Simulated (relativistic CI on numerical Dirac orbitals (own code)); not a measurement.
**Mo³⁺ (4d3) in a crystal field**

Calculated by Dirac-Coulomb-Breit CI, orbitals from a KLI potential per configuration, QED by a radiative potential, valence Slater integrals scaled by 0.8, one configuration in a parametric crystal field (own radial code).

Field parameters in Wybourne normalisation: D3d B²₀ = −7Dσ, B⁴₀ = −14Dq − 21Dτ, B⁴₃ = −14√(10/7) Dq. The field is a parameter set, without covalency.

S is read from ⟨S²⟩ = S(S + 1).

Levels (cm⁻¹, degeneracy): 0 (2), 1 (2), 11765 (2), 12078 (2), 13035 (2), 13171 (2), 13341 (2), 19768 (2), 20203 (2), 20581 (2), 20803 (2), 20881 (2).

Problem. Which field gives this pattern?
A. D3d, 10Dq = 18950, Dσ = 640, Dτ = 90 cm⁻¹
B. D3d, 10Dq = 9650, Dσ = 1140, Dτ = -10 cm⁻¹
C. D3d, 10Dq = 22250, Dσ = -390, Dτ = -220 cm⁻¹

Solution. C. D3d, 10Dq = 22250, Dσ = -390, Dτ = -220 cm⁻¹, ground level with S = 1.50.
